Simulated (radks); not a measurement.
Numerical settings for neutral germanium, [Ar] 3d10 4s2 4p2. All-electron calculation, scalar-relativistic Kohn-Sham, PBE, spin-polarised, spherical densities, finite nucleus; open shells are filled with parallel spins first; Fermi nuclear charge, rms radius 4.0742 fm. Program: a radial shooting solver on a logarithmic mesh with Libxc functionals. The defaults (mesh step 0.008 in ln r, mesh end at 40 bohr or more with all orbitals vanishing there, Anderson mixing 0.5 over 9 steps, residual threshold near 1e-9 with the energy settled to 1e-9 hartree or 1e-11 of itself, here a cap of 89 iterations) give E = -2098.8478 hartree and 4p at -4.415 eV in 17 iterations. Run on one thread of a shared host, so times are rough (Intel(R) Xeon(R) 6975P-C): 0.14 s of CPU time, 0.14 s wall, 17 iterations on 2381 mesh points. Changes against that run (0 stands for a change within the tolerance of the run):

mesh step in ln r 0.005: iterations 20; converged yes; E (mhartree) 0; e(4p) (meV) 0; CPU (s) 0.26
mesh step in ln r 0.2: iterations 4; converged no; E (mhartree) diverged; CPU (s) 0.01
mesh step in ln r 0.003: iterations 25; converged yes; E (mhartree) 0; e(4p) (meV) 0; CPU (s) 0.48
mesh end (bohr) 2: iterations 14; converged level above zero; E (mhartree) +8.63e+03; e(4p) (meV) +7.88e+04; CPU (s) 0.1
mesh end (bohr) 8: iterations 16; converged yes; E (mhartree) +3.05; e(4p) (meV) +173; CPU (s) 0.13
residual threshold 1e-16: iterations 89; converged no; E (mhartree) 0; e(4p) (meV) 0; CPU (s) 0.38
residual threshold 0.001: iterations 10; converged yes; E (mhartree) 0; e(4p) (meV) -0.114; CPU (s) 0.1
mixing 2.5: iterations 31; converged yes; E (mhartree) 0; e(4p) (meV) 0; CPU (s) 0.26
linear mixing, mixing 0.2: iterations 88; converged yes; E (mhartree) 0; e(4p) (meV) 0; CPU (s) 0.62
linear mixing, mixing 0.05: iterations 89; converged no; E (mhartree) +0.292; e(4p) (meV) -14.8; CPU (s) 0.67
mixing history 2: iterations 27; converged yes; E (mhartree) 0; e(4p) (meV) 0; CPU (s) 0.19
iteration cap 2: iterations 2; converged no; E (mhartree) +392; e(4p) (meV) -5.6e+03; CPU (s) 0.03

Settled on a wrong energy, with an occupied level pushed above zero by the early mesh end: mesh end (bohr) 2 (+8.63 hartree). Apart from these: settings that end as converged yet miss the energy by more than 1 mhartree: mesh end (bohr) 8 (+0.00305 hartree). A mesh that ends early acts as a hard wall.
